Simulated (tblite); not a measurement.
Compound: C5H12F2GeO.
Atom-mapped SMILES: `[CH3:1][C@@H:2]([F:3])[GeH2:4][CH2:5][C@@H:6]([OH:7])[CH2:8][F:9]` (hydrogens: H10, H11, H12 on C1; H13 on C2; H14, H15 on Ge4; H16, H17 on C5; H18 on C6; H19 on O7; H20, H21 on C8)

Computed with GFN2-xTB (tblite), gas phase: L-BFGS steps from a force-field or distance-geometry start until the largest atomic force falls under 0.01 eV/Å.

Step 29: E = -878.0389 eV
```
atom  x, y, z in Å  |  force x, y, z in eV/Å
C1     -2.5165   -0.1991   -0.6949    0.003   0.023   0.008
C2     -1.8610    1.0807   -0.2142    0.026   0.011   0.015
F3     -2.8506    2.0199    0.0746    0.002   0.002  -0.007
Ge4    -0.8098    0.8516    1.4766   -0.014   0.002  -0.027
C5      0.5316   -0.5834    1.2124   -0.032  -0.007   0.039
C6      1.4073   -0.1831    0.0418   -0.014  -0.008   0.031
O7      1.8771    1.1103    0.3448   -0.005   0.006  -0.031
C8      2.5612   -1.1625   -0.1850    0.038  -0.005   0.000
F9      2.0700   -2.3521   -0.6574   -0.003   0.016  -0.001
H10    -1.7494   -0.9325   -0.9355   -0.009   0.009  -0.019
H11    -3.1519   -0.6019    0.0923   -0.008   0.006  -0.021
H12    -3.1260   -0.0171   -1.5791    0.004  -0.008   0.021
H13    -1.2649    1.5393   -1.0109   -0.014  -0.011  -0.012
H14    -0.2083    2.1594    1.8840   -0.013  -0.022   0.031
H15    -1.7921    0.4244    2.5361    0.014   0.017   0.028
H16     0.0641   -1.5478    1.0217   -0.012  -0.001  -0.004
H17     1.1501   -0.6761    2.1029    0.007  -0.016  -0.003
H18     0.7989   -0.1641   -0.8784    0.047  -0.003  -0.019
H19     2.5045    1.4119   -0.3217   -0.054  -0.009  -0.021
H20     3.0979   -1.3777    0.7431   -0.002   0.006   0.045
H21     3.2587   -0.7829   -0.9397    0.040  -0.005  -0.051
```

Step 30: E = -878.0396 eV
```
atom  x, y, z in Å  |  force x, y, z in eV/Å
C1     -2.5175   -0.1978   -0.6953    0.006   0.030   0.010
C2     -1.8609    1.0822   -0.2138    0.012  -0.003  -0.005
F3     -2.8501    2.0221    0.0746    0.005  -0.004  -0.002
Ge4    -0.8092    0.8511    1.4755   -0.010   0.006  -0.010
C5      0.5300   -0.5862    1.2141   -0.006  -0.016   0.018
C6      1.4045   -0.1873    0.0419    0.005   0.007   0.017
O7      1.8702    1.1087    0.3397   -0.005   0.028  -0.024
C8      2.5642   -1.1600   -0.1839    0.028  -0.012   0.001
F9      2.0798   -2.3512   -0.6583   -0.006  -0.002  -0.009
H10    -1.7489   -0.9303   -0.9383   -0.041   0.025  -0.009
H11    -3.1528   -0.6006    0.0928    0.012   0.006  -0.039
H12    -3.1288   -0.0138   -1.5787    0.019  -0.016   0.036
H13    -1.2651    1.5405   -1.0108   -0.010  -0.012  -0.013
H14    -0.2054    2.1570    1.8844   -0.009  -0.017   0.027
H15    -1.7916    0.4295    2.5365    0.007   0.008   0.030
H16     0.0641   -1.5512    1.0241   -0.027  -0.007  -0.005
H17     1.1506   -0.6800    2.1027    0.004  -0.005   0.012
H18     0.7951   -0.1732   -0.8777    0.049  -0.005  -0.025
H19     2.5022    1.4084   -0.3236   -0.066  -0.018  -0.017
H20     3.0991   -1.3745    0.7455    0.005   0.013   0.038
H21     3.2617   -0.7764   -0.9379    0.025  -0.008  -0.029
```

Question: Estimate the geometry and energy of step 31. (The exact step hangs on the optimiser's Hessian estimate; all steps are aligned on step 30, rigid shifts and turns removed.)

Answer: E = -878.0402 eV, largest force 0.064 eV/Å
```
atom  x, y, z in Å  |  force x, y, z in eV/Å
C1     -2.5181   -0.1961   -0.6955    0.007   0.027   0.007
C2     -1.8609    1.0836   -0.2134   -0.003  -0.011  -0.022
F3     -2.8498    2.0239    0.0741    0.008  -0.005   0.004
Ge4    -0.8092    0.8507    1.4744   -0.002   0.005   0.014
C5      0.5285   -0.5887    1.2160    0.023  -0.020  -0.012
C6      1.4024   -0.1907    0.0424    0.027   0.015  -0.005
O7      1.8649    1.1075    0.3349   -0.043   0.030   0.026
C8      2.5675   -1.1580   -0.1830    0.015  -0.012   0.006
F9      2.0879   -2.3503   -0.6591   -0.004  -0.015  -0.012
H10    -1.7489   -0.9278   -0.9409   -0.056   0.029  -0.002
H11    -3.1537   -0.5995    0.0925    0.024   0.005  -0.041
H12    -3.1309   -0.0112   -1.5777    0.025  -0.014   0.036
H13    -1.2654    1.5412   -1.0108   -0.003  -0.008  -0.016
H14    -0.2034    2.1544    1.8856   -0.003  -0.009   0.023
H15    -1.7910    0.4341    2.5376    0.001   0.000   0.029
H16     0.0636   -1.5540    1.0256   -0.037  -0.009  -0.004
H17     1.1510   -0.6838    2.1028   -0.002   0.004   0.024
H18     0.7931   -0.1808   -0.8772    0.046  -0.008  -0.027
H19     2.4985    1.4056   -0.3263   -0.039  -0.010  -0.050
H20     3.1002   -1.3716    0.7484    0.010   0.018   0.021
H21     3.2648   -0.7713   -0.9369    0.005  -0.014   0.001
```

The energy changes by -0.0006 eV. The first-order estimate −F·Δx gives -0.0009 eV and the mean of the old and new forces, exact on a quadratic surface, -0.0006 eV. The step makes an angle of 74° with the force vector and moves no atom by more than 0.008 Å.

The cost below is that of the whole relaxation. Time: 0.61 s wall. Hardware: AMD EPYC 9R45, one thread, shared host with 96 logical CPUs at a one-minute load of 51.
